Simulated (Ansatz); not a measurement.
CH2ClNSn (`N#[C][SnH2][Cl]`). Total charge 0; spin multiplicity 1. Sn: def2 effective core potential. Geometry: relaxed with PBE0-D4/def2-TZVP.

```xyz
6

N     0.432   -2.535   -0.625
C     0.249   -1.442   -0.311
Sn   -0.076    0.544    0.310
Cl   -0.492    1.725   -1.633
H     1.357    1.127    0.993
H    -1.470    0.581    1.266
```

What is the dipole moment at PBE/def2-TZVPP? (Best estimate.)

Computed: 3.84 D, with components (-0.25, 2.65, 2.76) D in this frame, pointing from negative to positive charge.

And with r2SCAN, B3LYP, ωB97M-V? (An estimate is asked.)

Computed: r2SCAN 3.94 D, B3LYP 3.99 D, ωB97M-V 4.03 D.

Give the Mulliken charges with PBE, ωB97M-V, r2SCAN in def2-TZVPP. (An estimate is asked.)

Computed: 
```tsv
atom	PBE	ωB97M-V	r2SCAN
N1	0.04	-0.02	-0.07
C2	-0.39	-0.35	-0.33
Sn3	0.83	0.78	0.91
Cl4	-0.33	-0.32	-0.36
H5	-0.07	-0.04	-0.07
H6	-0.07	-0.04	-0.07
```

B3LYP here is the variant with VWN-RPA as its local correlation; programs differ in this.
